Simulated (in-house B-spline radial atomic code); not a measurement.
A run on Tl⁻ that did not converge. Method: scalar-relativistic (X2C) HSE06, spin-polarised, spherical fractional occupations, exact exchange averaged over the configuration, Fermi nucleus of rms radius 5.4759 fm; computed with a B-spline radial code for spherical atoms.

Command:
```bash
python run_scf.py task.json out
```
Settings (nuclear radius in fm, mass in u):
```
Z                81
configuration    [Xe] 4f14 5d10 6s2 6p2
hamiltonian      x2c
method           hse06
spin_polarised   True
nucleus          fermi
rms_radius       5.4759
atomic_mass      204.97443
speed_of_light   137.035999084
exact_exchange   averaged over the configuration
```

First and last ten iterations of the last attempt (damped for 15 steps, keeping 80 % of the old Fock matrix, then DIIS):
```
 iter        energy (Eh)    residual
    1      -20247.370015    7.95e-01
    2      -20205.941960    4.50e-01
    3      -20248.858650    8.25e-02
    4      -20249.026864    6.14e-02
    5      -20249.125230    4.42e-02
    6      -20249.183242    3.09e-02
    7      -20249.217812    2.09e-02
    8      -20249.238653    1.39e-02
    9      -20249.251335    9.58e-03
   10      -20249.259081    6.27e-03
  111      -20249.081761    2.05e-02
  112      -20249.082203    2.05e-02
  113      -20249.080882    2.10e-02
  114      -20249.082482    2.05e-02
  115      -20249.243259    6.80e-03
  116      -20249.266293    3.37e-03
  117      -20249.266616    3.04e-03
  118      -20249.266160    3.11e-03
  119      -20249.267287    2.73e-03
  120      -20249.080285    2.09e-02
 not converged after 120 iterations
```

The smallest residual met was 3.0e-04; the threshold is about 8e-07. No energy from this run should be used. Time taken, with all properties: 26 s on 1 thread of Intel(R) Xeon(R) Platinum 8488C, on a shared host.
